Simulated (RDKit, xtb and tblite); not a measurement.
Internal rotation in SMILES CSCC[Si](C)(C)C (C₆H₁₆SSi). Scanned: dihedral C1–S2–C3–C4 and dihedral S2–C3–C4–Si5; all other coordinates were relaxed at GFN2-xTB. Points at φ and −φ are mirror images. Heavy atoms are numbered in the order of the SMILES CSCC[Si](C)(C)C, hydrogens after them in the order of the atoms that carry them; the mirror image has the same energies with the sign of each dihedral reversed.

- GFN2-xTB (xtb and tblite)
- MMFF94 // GFN2-xTB (RDKit)
- UFF // GFN2-xTB (RDKit)

Energies in kcal/mol at chosen points (x: dihedral C1–S2–C3–C4 (°); y: dihedral S2–C3–C4–Si5 (°)), relative to x = 180, y = 180:

| method | (-90, 90) | (-90, 150) | (60, 120) | (0, -120) | (60, -30) | (150, -120) | (-60, -90) |
|---|---|---|---|---|---|---|---|
| GFN2-xTB | 1.5 | 0.4 | 1.9 | 5.8 | 7.0 | 3.0 | 0.7 |
| MMFF94 | 5.8 | 2.2 | 3.7 | 9.5 | 18.6 | 4.9 | 2.2 |
| UFF | 8.2 | 3.0 | 6.5 | 16.5 | 25.8 | 5.5 | 5.6 |

MMFF94 has few fitted parameters for silicon.
